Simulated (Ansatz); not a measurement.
Computed with Ansatz on PBE0-D4/def2-TZVP structures; ΔE is electronic, products minus reactants. CCSD(T)/CBS adds triple-zeta CCSD(T) − MP2 to the extrapolated MP2 energy (def2 sets, frozen cores). This one scheme is used for every species, atoms too. DFT in def2-TZVPP. No spin–orbit coupling; open shells (•) take unrestricted orbitals. Spin–orbit coupling would lower the free atoms: a little for C, Si; clearly for Ga. For Ga outer-core shells are correlated without core-valence functions, so the limit isn't a true one: a few kJ/mol of doubt a bond, and 10 to 20 or more in all where bonds break to atoms. Scalar relativity is left out up to krypton. One conformer a species, not always the lowest.

Consider the atomization: `C=[CH][Ga]([NH2])[SiH3]` → 2 C• + Ga• + 8 H• + N• + Si•.

`C=[CH][Ga]([NH2])[SiH3]`:

```xyz
13

C     0.877   -2.286    0.024
C     0.732   -1.325   -0.887
Ga   -0.058    0.402   -0.438
N    -0.239    1.612   -1.785
Si   -0.795    1.037    1.760
H     1.315   -3.255   -0.211
H     0.563   -2.154    1.057
H     1.071   -1.537   -1.900
H     0.044    1.447   -2.737
H    -0.637    2.528   -1.669
H    -1.704    0.013    2.350
H    -1.529    2.334    1.744
H     0.359    1.186    2.691
```

```tsv
level	ΔE (kJ/mol)
PBE-D4	4487.7
ωB97X-V	4453.8
```

Question: What does CCSD(T)/CBS give? (An estimate is asked.)

Answer: Computed: +4448.1 kJ/mol. The listed levels differ from it by 39.6, 5.7 kJ/mol.

Largest T1 diagnostic among the species: 0.014.

In def2-TZVPP, CCSD(T) changes the Hartree–Fock value by +1119.2 kJ/mol (the triples alone add +63.0 kJ/mol) and MP2 by +1147.3 kJ/mol; breaking electron pairs costs correlation energy, which Hartree–Fock lacks. The D4 term adds +45.7 kJ/mol with B3LYP and +24.4 kJ/mol with PBE0; it sums over pairs of atoms, weighted by their polarisabilities, and B3LYP, whose exchange is more repulsive, gets the larger term. From PBE to PBE0 (25 % exact exchange), in def2-TZVPP and without D4, ΔE moves by −56.8 kJ/mol: exact exchange takes away binding that semilocal exchange gives to molecules.

B3LYP here is the variant with VWN-RPA as its local correlation; programs differ in this.

For atomizations the MP2-based limit and the directly extrapolated one differ by several kJ/mol either way, and by 10 to 25 for some Ge, Se and Sn compounds, so smaller differences from it don't rank the levels.
